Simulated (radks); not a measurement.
Results of a calculation; reference values are marked as such.
Q: Cu2+, 27 electrons, occupied as [Ne] 3s2 3p5 3d9 4f1 (not the ground configuration). Code: a radial shooting solver on a logarithmic mesh with Libxc functionals. Model: Dirac Kohn-Sham, PBEsol, spin-unpolarised, spherical densities, finite nucleus; open shells fill j = l - 1/2 first; Fermi nuclear charge, rms radius 3.8823 fm. Some entries of the table are withheld. Estimate them.

orbital,occ.,eigenvalue (hartree),<1/r> (bohr^-1)
1s1/2,2,-326.6108,(1)
2s1/2,2,-40.60007,6.357
2p1/2,2,-35.79022,6.315
2p3/2,4,-35.03667,6.174
3s1/2,2,(2),2.021
3p1/2,2,-4.23575,1.896
3p3/2,3,-4.13780,1.863
3d3/2,4,-1.64439,1.540
3d5/2,5,-1.63218,1.532
4f5/2,1,(3),(4)
4f7/2,0,(5),(6)

A: 
(1) 1s1/2 <1/r> (bohr^-1): 29.14
(2) 3s1/2 eigenvalue (hartree): -5.73975
(3) 4f5/2 eigenvalue (hartree): -0.22719
(4) 4f5/2 <1/r> (bohr^-1): 0.1913
(5) 4f7/2 eigenvalue (hartree): -0.22718
(6) 4f7/2 <1/r> (bohr^-1): 0.1913
